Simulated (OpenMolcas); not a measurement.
Ti2+ (d2) on a cation site of an ionic host was computed by SS-CASPT2, IPEA 0.25 Eh, imaginary shift 0.1 Eh with the d shell active (OpenMolcas, ANO-RCC-VTZP on the metal). Its lowest spin-free states, and all those of the highest spin:

```csv
2S+1,Degeneracy,E (cm-1)
3,1,0
3,3,6360
1,2,9180
3,3,11480
1,3,15650
1,1,16200
3,3,19790
1,3,20210
1,2,26860
1,3,26870
1,1,42580
```

**Question.** Is the site octahedral, tetrahedral or cube-like, axial, or of lower symmetry?

**Answer.** The states with 2S+1 = 3 have orbital degeneracies 1, 3, 3, 3. Threefold states need a cubic site. For d2 at this spin an octahedron puts the threefold T1 below the threefold T2 and a tetrahedron or cube puts the single A2 below the threefold T2, so the site is a tetrahedron or a cube, which this pattern cannot tell apart. The first gap at this spin, 6360 cm-1, is |10Dq| in ligand-field theory. The run had Ti2+ with its 8 nearest fluoride ions at 2.323 Å, on the Ca site of CaF2 (a = 5.46294 Å, distance in the model lattice 2.366 Å). The rest of the host is ab initio model potentials to 7.6 Å and point charges beyond; the distance is set by hand and nothing relaxes. Ligand basis ANO-RCC-VDZP.

Roots that are degenerate in the reference are averaged as groups; the widest CASPT2 spread within a group is 640 cm-1 (the 3-fold group of multiplicity 1 near 20200 cm-1 above the lowest state of its run). Shifts and gaps below about the spread of the groups concerned are not significant. Over all roots computed the reference weight is 0.69 to 0.70; a low but even weight reflects the number of correlated electrons. Ligand-to-metal charge-transfer states are missing. These CASPT2 states fit no ligand-field parameters well, so their order and spin gaps are uncertain. With no ligand orbital active B as a rule stays too high, so bands that hang on it stand too high and its fall with covalency is understated. With one d shell and no ligand orbital active, 10Dq can be off by tens of per cent for divalent 3d ions, low with halides held by bare charges and at times high in hosts. Free-ion shares, where given, are those of the reference states; single-state CASPT2 does not remix them. No measured value stands beside these numbers; the geometry was set by hand and not optimised.
